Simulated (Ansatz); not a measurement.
Relaxation of ClH$_{6}$W (8 atoms, charge 0, multiplicity 2), to a largest force component of 0.03 eV/Å in at most 50 steps.

Method: UHF/def2-SVP in Ansatz 0.2.0.

```xyz
8
Properties=species:S:1:pos:R:3:forces:R:3
W 0.000 0.000 -0.465 0.00 0.00 0.30
H 0.000 0.000 1.245 0.00 0.00 -0.41
H 1.424 0.000 0.406 0.00 0.00 0.00
H 0.000 1.424 0.406 0.00 0.00 0.00
H -1.424 0.000 0.406 0.00 0.00 0.00
H 0.000 -1.424 0.406 0.00 0.00 0.00
H 0.000 0.000 -2.334 0.00 0.00 -0.01
Cl 0.000 0.000 3.818 0.00 0.00 0.10
```

Problem. Where does it end, and by what steps?

Solution. The forces met the threshold. The force dipped under the threshold on the way, but the program's further checks kept it going. After 6 steps the energy has fallen by 0.029 eV; Cl8 moved furthest, 0.59 Å.

```csv
step,energy less start (eV),largest force component (eV/Å),accepted
0,0.0000,0.406,yes
1,-0.0058,0.185,yes
2,-0.0190,0.055,yes
3,-0.0257,0.103,yes
4,-0.0287,0.124,yes
5,-0.0293,0.027,yes
6,-0.0295,0.013,yes
```

```xyz
8
Properties=species:S:1:pos:R:3
W 0.000 0.000 -0.547
H 0.000 0.000 1.139
H 1.422 0.000 0.328
H 0.000 1.422 0.328
H -1.422 0.000 0.328
H 0.000 -1.422 0.328
H 0.000 0.000 -2.423
Cl 0.000 0.000 4.408
```

Whether the end is a true minimum wasn't checked by a vibrational analysis.

Time of the run: 36 s on 1 thread of Arm Neoverse V2, with other jobs on the host, peak memory 0.18 GiB.
